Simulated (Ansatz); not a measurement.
Harmonic frequencies (cm⁻¹) at PBE0-D4/def2-TZVP from Ansatz: 90, 133, 196, 354, 418, 554, 811, 952, 961, 997, 1019, 1228, 1319, 1337, 1399, 1412, 1453, 1475, 1485, 3011, 3073, 3091, 3132, 3147.

Each molecule was computed in one conformer, which needn't be the lowest.

(1) Which molecule is it?
A. `[CH3][Ge]([OH])[Cl]`•
B. `C[B]CC`•
C. `O[B]O[SiH3]`•
D. `C[C](F)CF`•

## Answers

(1) D.
